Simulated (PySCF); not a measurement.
**LaF₃: calculation against measurement**

Isolated LaF₃, optimised in PySCF with density fitting and no spin–orbit coupling; def2 sets carry scalar-relativistic core potentials from Rb on. All levels below give a singlet of C3v symmetry: PBE0/def2-TZVP La–F 2.144 Å (×3), F–La–F 115.0° (×3); B3LYP/def2-TZVP La–F 2.161 Å (×3), F–La–F 115.4° (×3); PBE/def2-TZVP La–F 2.157 Å (×3), F–La–F 113.9° (×3).

Formally La is in oxidation state +3, with 0 electrons left for the f, d and s shells; the Mulliken f population is 0.20.

Measured fundamentals (Jacox, Vibrational and Electronic Energy Levels of Polyatomic Transient Molecules, as compiled in the NIST Chemistry WebBook) beside computed harmonic wavenumbers, in cm⁻¹:

```csv
mode as compiled,computed symmetry,measured,medium,PBE0/def2-TZVP,B3LYP/def2-TZVP,PBE/def2-TZVP
a1 sym. strech,a1,489.9,argon matrix,535,523,522
e asym. stretch,e,478.8,argon matrix,522,511,510
```

**Question.** How close does each level come?

**Answer.** Mean absolute differences: PBE0/def2-TZVP 9.1 %, B3LYP/def2-TZVP 6.7 %, PBE/def2-TZVP 6.5 %. The mean ratio of measured to computed values at PBE/def2-TZVP is 0.939. Harmonic values should lie a little above fundamentals; matrices shift bands further, usually down by up to a few per cent.
